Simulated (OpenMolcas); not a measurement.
Ir4+ in a point-charge field

Ir4+ among 5 point charges of -2 e arranged as a square pyramid (C4v), 1.79 Å from the ion, with the axial distance 1.951 Å.

- Program: OpenMolcas
- Method: CASSCF
- Basis: ANO-RCC-VDZP [7s6p4d2f]
- Scalar Hamiltonian: DKH2, point nucleus
- Active space: 5 electrons in 5 orbitals (5d)
- State averaging: 2S+1 = 6 even, 1 root; 2S+1 = 4 even, 24 roots; 2S+1 = 2 even, 75 roots
- Spin-orbit coupling: RASSI with atomic mean-field integrals over the reference wave functions

The lowest spin-free states, above the lowest:

| State | Degeneracy | E (cm-1) | Free-ion L (%) |
| --- | --- | --- | --- |
| 2S+1 = 6 | 1 | 0.0 | S (100) |
| 2S+1 = 4 | 2 | 7252 | G (39) |
| 2S+1 = 4 | 1 | 7535 | F (41) |
| 2S+1 = 4 | 1 | 13052 | G (60) |
| 2S+1 = 2 | 2 | 19969 | F (30) |
| 2S+1 = 2 | 1 | 20424 | G (43) |
| 2S+1 = 4 | 1 | 20428 | G (56) |
| 2S+1 = 4 | 2 | 20790 | G (36) |
| 2S+1 = 2 | 2 | 21717 | I (33) |
| 2S+1 = 2 | 1 | 21816 | I (36) |
| 2S+1 = 2 | 1 | 22546 | I (35) |
| 2S+1 = 2 | 1 | 23200 | G (30) |
| 2S+1 = 2 | 1 | 23609 | G (30) |
| 2S+1 = 4 | 1 | 24694 | G (59) |
| 2S+1 = 4 | 1 | 25391 | G (97) |
| 2S+1 = 2 | 2 | 25496 | F (30) |
| 2S+1 = 4 | 2 | 26216 | G (84) |
| 2S+1 = 2 | 1 | 26384 | F (40) |
| 2S+1 = 2 | 1 | 29429 | F (45) |
| 2S+1 = 2 | 2 | 29747 | F (41) |

The lowest levels with spin-orbit coupling:

| E (cm-1) | Degeneracy | 2S+1 | g |
| --- | --- | --- | --- |
| 0.0 | 2 | 6 (53 %) | 1.71 5.27 5.27 |
| 1255 | 2 | 6 (66 %) | 2.13 2.13 4.36 |
| 2865 | 2 | 6 (82 %) | 2.11 2.11 8.20 |
| 7432 | 2 | 4 (63 %) | 1.47 2.42 2.42 |
| 8178 | 2 | 4 (86 %) | 2.27 2.27 4.12 |
| 8580 | 2 | 4 (73 %) | 0.81 4.83 4.83 |
| 12112 | 2 | 4 (78 %) | 0.56 0.56 1.48 |
| 12881 | 2 | 4 (77 %) | 0.53 0.53 4.58 |
| 14255 | 2 | 4 (80 %) | 0.71 0.72 0.72 |
| 16020 | 2 | 4 (72 %) | 0.46 0.46 3.53 |
| 18122 | 2 | 4 (69 %) | 1.16 3.07 3.07 |
| 19314 | 2 | 2 (55 %) | 1.33 2.83 2.83 |
| 19359 | 2 | 2 (55 %) | 1.93 4.12 4.12 |
| 21661 | 2 | 2 (57 %) | 1.36 3.71 3.71 |
| 22660 | 2 | 2 (74 %) | 1.11 4.03 4.03 |
| 22695 | 2 | 4 (63 %) | 1.06 1.07 1.07 |
| 23758 | 2 | 4 (68 %) | 0.32 2.45 2.45 |
| 23953 | 2 | 4 (70 %) | 1.39 1.39 5.08 |
| 24866 | 2 | 4 (63 %) | 2.14 2.14 2.77 |
| 25030 | 2 | 4 (57 %) | 0.53 1.23 1.23 |

Powder χT (cm3 K/mol): 1.83 at 2 K, 1.85 at 10 K, 1.91 at 50 K, 2 at 100 K, 2.18 at 200 K, 2.35 at 300 K. The effective moment at 300 K is 2.828 √(χT) = 4.33 μB.

Spin-orbit coupling mixes the spin-free states strongly: the lowest level takes only 53 % from its leading state, 2S+1 = 6. Without dynamic correlation the repulsion within the d shell is too large (B by tens of per cent), so at a given field states of lower spin stand too high. This shell can be high or low spin here, a state of another spin lies low, and with metal d orbitals alone active their balance is uncertain, so the ground spin may be wrong. Point charges give a weaker field than real ligands, and real ions of this kind are as a rule low spin; the high spin found here belongs to the model. Point charges carry no covalency, so the field is a model and not that of real ligands. An unlabelled pair can be two single states that coincide in this model. No measured value stands beside these numbers.

The RASSCF and RASSI steps took 27 s on 1 thread of Arm Neoverse V1 (shared host); the integral step is not counted.

A state without a sure symmetry label is named by its multiplicity alone.
